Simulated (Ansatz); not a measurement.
Reaction (ligand exchange at the In–N bond): `[NH2][In]([SH])[SH]` + HBr → `[SH][In]([SH])[Br]` + NH₃

Computed with Ansatz on PBE0-D4/def2-TZVP structures; ΔE is electronic, products minus reactants. CBS: MP2 limit from def2 TZ/QZ plus the TZ coupled-cluster correction, frozen cores. This one scheme is used for every species. Functionals use def2-TZVPP. B3LYP here is the variant with VWN-RPA as its local correlation; programs differ in this. def2 core potentials past Kr. For Br, In outer-core shells are correlated without core-valence functions, which leaves a few kJ/mol of doubt a bond. Scalar relativity is left out up to krypton. One conformer a species, not always the lowest.

`[NH2][In]([SH])[SH]`:

```xyz
8

N    -1.649   -0.952    0.687
In   -0.013   -0.018   -0.019
S     2.101   -1.099    0.153
S    -0.269    2.047   -1.176
H    -2.447   -0.373    0.905
H    -1.507   -1.618    1.433
H     2.748   -0.127   -0.509
H     1.037    2.140   -1.473
```

HBr:

Cartesian coordinates in Å:
```
Br -0.351 0.198 -0.585
H 0.351 -0.198 0.585
```

`[SH][In]([SH])[Br]`:

Cartesian coordinates in Å:
```
S -2.376 -0.178 0.433
In -0.116 0.377 0.013
S 1.618 -1.211 -0.267
Br 0.459 2.763 -0.140
H -2.128 -1.499 0.415
H 2.542 -0.252 -0.454
```

NH₃:

Cartesian coordinates in Å:
```
N -0.118 0.032 -0.254
H -0.724 0.361 0.487
H 0.091 -0.939 -0.058
H 0.752 0.545 -0.176
```

```csv
level,ΔE (eV)
B3LYP,-1.36
CCSD(T)/def2-TZVPP,-1.30
```

Question: What does CCSD(T)/CBS give? (An estimate is asked.)

Answer: Ansatz gave: -1.33 eV. The listed levels differ from it by -0.03, 0.03 eV.

Largest T1 diagnostic among the species: 0.014.

From BLYP to BHLYP (50 % exact exchange), in def2-TZVPP and without D4, ΔE moves by −0.12 eV. Leaving LDA and LC-ωPBE aside and taking each functional with its dispersion term where it has one, the values, not all of them listed here, spread over 0.15 eV, from BHLYP-D4 to BLYP-D4. LDA lies +0.07 eV from PBE without D4. In def2-TZVPP, CCSD(T) changes the Hartree–Fock value by +0.25 eV (the triples alone add +0.02 eV) and MP2 by +0.22 eV.
